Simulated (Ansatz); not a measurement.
Reaction (formal hydrolysis of the Si–Cl bond): `SS[SiH2]Cl` + H₂O → `O[SiH2]SS` + HCl

Program: Ansatz. Geometries: PBE0-D4/def2-TZVP. ΔE: electronic, gas phase. CCSD(T)/CBS is the MP2 limit (def2-TZVPP, def2-QZVPP) plus CCSD(T) − MP2 in def2-TZVPP, frozen cores. This one scheme is used for every species. DFT in def2-TZVPP. One conformer a species, not always the lowest.

`SS[SiH2]Cl`:

Z-matrix (Å, degrees):
```
Si
S 1 2.128
Cl 1 2.052 2 111.5
H 1 1.477 2 110.4 3 -119.3
H 1 1.481 2 106.4 3 117.8
S 2 2.065 1 97.5 3 67.6
H 6 1.346 2 97.6 1 -86.0
```

H₂O:

Cartesian coordinates in Å:
```
O -0.146 0.055 -0.356
H -0.043 -0.777 0.110
H 0.189 0.722 0.247
```

`O[SiH2]SS`:

Cartesian coordinates in Å:
```
O 1.360 -0.489 1.040
Si 0.861 -0.010 -0.443
S -0.599 1.562 -0.366
S -1.967 0.484 0.748
H 0.684 -0.849 1.618
H 0.244 -1.136 -1.188
H 2.043 0.544 -1.140
H -2.626 -0.106 -0.268
```

HCl:

Cartesian coordinates in Å:
```
Cl 0.532 -0.079 0.346
H -0.532 0.079 -0.346
```

```csv
level,ΔE (kJ/mol)
PBE0,4.0
r2SCANh,0.1
HF/def2-SVP,-0.4
MP2/def2-QZVPP,4.5
```

What does CCSD(T)/CBS give? (Estimate.)

Ansatz gave: +2.9 kJ/mol. The listed levels differ from it by 1.1, -2.8, -3.3, 1.6 kJ/mol.

Largest T1 diagnostic among the species: 0.012.

At CCSD(T), def2-SVP lies −4.8 kJ/mol from the extrapolated value and def2-TZVPP −6.3 kJ/mol. In def2-TZVPP, CCSD(T) changes the Hartree–Fock value by +3.5 kJ/mol (the triples alone add +1.0 kJ/mol) and MP2 by +7.8 kJ/mol.
